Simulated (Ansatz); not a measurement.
One change: `F[Si]1(S)C[SiH2]1` becomes `O[Si]1(F)C[SiH2]1`.

Ansatz, PBE0-D4/def2-TZVP geometries, multiplicity 1. Each molecule was computed in one conformer, which needn't be the lowest.

```csv
property,`F[Si]1(S)C[SiH2]1`
HOMO–LUMO gap (B3LYP/def2-TZVPP) / eV,6.04
HOMO–LUMO gap (ωB97M-V/def2-TZVPP) / eV,10.20
size of the dipole moment (B3LYP/def2-TZVPP) / D,1.55
HOMO–LUMO gap (PBE0/def2-TZVPP) / eV,6.44
HOMO energy (ωB97M-V/def2-TZVPP) / eV,-8.98
LUMO energy (PBE/def2-TZVPP) / eV,-1.41
```

Q: What does the change do to each property? (Estimate.)

A: The calculation gave: 
```csv
property,`O[Si]1(F)C[SiH2]1`,shift
HOMO–LUMO gap (B3LYP/def2-TZVPP) / eV,6.05,0.01
HOMO–LUMO gap (ωB97M-V/def2-TZVPP) / eV,10.21,0.01
size of the dipole moment (B3LYP/def2-TZVPP) / D,1.64,0.09
HOMO–LUMO gap (PBE0/def2-TZVPP) / eV,6.48,0.04
HOMO energy (ωB97M-V/def2-TZVPP) / eV,-8.88,0.10
LUMO energy (PBE/def2-TZVPP) / eV,-1.23,0.18
```

Dipoles are sizes alone; their direction can turn.

B3LYP here is the variant with VWN-RPA as its local correlation; programs differ in this.
